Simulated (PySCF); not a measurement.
**Assignment exercise: C10H8**

Geometry (Å), atoms numbered from 1 in this order:
```xyz
18

C     3.240    1.370    0.036
C     3.870    0.350    0.596
C     2.455    0.225    0.412
C     1.304   -0.453    0.520
C    -0.008    0.021    0.087
C    -1.134   -0.802    0.263
C    -2.403   -0.392   -0.135
C    -2.587    0.859   -0.723
C    -1.481    1.691   -0.905
C    -0.213    1.280   -0.508
H     3.300    2.365   -0.398
H     4.806   -0.079    0.946
H     1.345   -1.448    0.970
H    -1.002   -1.786    0.723
H    -3.257   -1.056    0.016
H    -3.582    1.184   -1.036
H    -1.609    2.674   -1.365
H     0.636    1.949   -0.662
```

- shielding tensors at PBE0/pcSseg-1 (GIAO)
- PBE0-D3(BJ)/def2-SVP geometry
- run in PySCF 2.14.0 with density-fitted response routines
- gas phase, one conformer, one averaged value for each set of equivalent atoms, no relativistic terms

Shifts are taken against calculated references (same method and geometry level): $^{13}$C (184.41 ppm) and $^{1}$H (31.27 ppm) against TMS.

Task: Assign these signals to the numbered atoms. $^{13}$C{$^{1}$H} NMR (computed): δ 145.0 (C), 143.9 (CH), 141.2 (CH), 133.8 (CH), 128.4 (CH), 127.7 (CH), 118.9 (C), 86.7 (CH).

Result: 
```tsv
δ (ppm)	atoms	environment	reason
145.0	C5	substituted aromatic carbon	–
143.9	C1	alkene CH	an sp2 carbon of a C=C bond
141.2	C2	alkene CH	–
133.8	C7/C9	aromatic CH	the aromatic region
128.4	C6/C10	aromatic CH	–
127.7	C8	aromatic CH	–
118.9	C3	fully substituted alkene carbon	as expected for a trigonal carbon in a double bond
86.7	C4	alkene CH	–
```

C5 and C1; C6/C10 and C8 lie closer than the usual error of such a calculation, so a measured spectrum could show them in the other order.

Task: Assign these signals to the numbered atoms. $^{1}$H NMR (500 MHz, computed): δ 8.66 (d, 1H), 8.35 (d, 1H), 7.31 (m, 2H), 7.30 (m, 2H), 7.01 (t, 1H), 5.42 (s, 1H).

Result: 
```tsv
δ (ppm)	atoms	environment	reason
8.66	H11	hydrogen on an alkene CH	–
8.35	H12	hydrogen on an alkene CH	–
7.31	H14/H18	hydrogen on an aromatic CH	ring-current deshielding
7.30	H15/H17	hydrogen on an aromatic CH	–
7.01	H16	hydrogen on an aromatic CH	–
5.42	H13	hydrogen on an alkene CH	attached to an sp2 carbon and in the plane of the double bond
```

H14/H18 and H15/H17 lie closer than the usual error of such a calculation, so a measured spectrum could show them in the other order.

Shifts are as computed. Against solution values, carbons near 30 ppm lie about +2 ppm off and those near 130 ppm about +5 ppm. Of 1211 compounds with measured shifts, 218 miss one by over three times the rms of a fit or turn the order of signals round; such compounds aren't used in these exercises. No couplings were computed; multiplicities are counted from neighbouring protons, with m where these are inequivalent, close in shift, in a saturated or five-membered ring or joined by F or P, and br s for small geminal =CH2 splittings.
